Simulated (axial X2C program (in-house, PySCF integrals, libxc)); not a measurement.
## Spin–orbit effects down a group: molecules with Cl (ions), PBE0

Computed with an axial X2C code built on PySCF integrals, spin-free (one-electron X2C) or two-component (2c: spin–orbit coupling with atomic mean-field Coulomb and Gaunt terms, which also bring small scalar terms), in Dyall basis sets with cores contracted in-house; open shells are unrestricted.

Basis sets: Be dyall-av3z, Ca dyall-acv3z, Cl dyall-av3z, Mg dyall-av3z, Sr dyall-acv3z.

| molecule | spin-free state | Re (Å) | ωe (cm⁻¹) | De (eV) | 2c state | Re 2c (Å) | ωe 2c (cm⁻¹) | De 2c (eV) |
| --- | --- | --- | --- | --- | --- | --- | --- | --- |
| BeCl⁻ | M_S = 0, Λ = 0 | 1.923 | 582.1 | 1.75 | Ω = 0 | 1.923 | 582.1 | 1.75 |
| MgCl⁻ | M_S = 0, Λ = 0 | 2.378 | 300.6 | 1.29 | Ω = 0 | 2.378 | 300.5 | 1.29 |
| CaCl⁻ | M_S = 0, Λ = 0 | 2.533 | 294.2 | 1.93 | Ω = 0 | 2.533 | 294.2 | 1.93 |
| SrCl⁻ | M_S = 0, Λ = 0 | 2.675 | 242.0 | 1.90 | Ω = 0 | 2.675 | 242.0 | 1.90 |

Q: Work out the shifts from the spin-free to the two-component result.

A: 

```json
{"molecule": "BeCl⁻", "2c state": "Ω = 0", "ΔRe (Å)": "0.000", "Δωe (cm⁻¹)": "0.0", "ΔDe (eV)": "0.00"}
{"molecule": "MgCl⁻", "2c state": "Ω = 0", "ΔRe (Å)": "0.000", "Δωe (cm⁻¹)": "-0.1", "ΔDe (eV)": "0.00"}
{"molecule": "CaCl⁻", "2c state": "Ω = 0", "ΔRe (Å)": "0.000", "Δωe (cm⁻¹)": "0.0", "ΔDe (eV)": "0.00"}
{"molecule": "SrCl⁻", "2c state": "Ω = 0", "ΔRe (Å)": "0.000", "Δωe (cm⁻¹)": "0.0", "ΔDe (eV)": "0.00"}
```

Shifts of one unit in the last digit are rounding.

Fragments in 2c: Cl- + Be, Cl- + Mg, Ca + Cl-, Sr + Cl-. Each entry is the lowest single determinant of a limited PBE0 search at one distance. De goes to single-determinant-based atoms at the same level (for ions the charge split of lowest energy) and is withheld (n/a) where an atom does not fit its ground term or J level. Main or longest-lived isotopes.
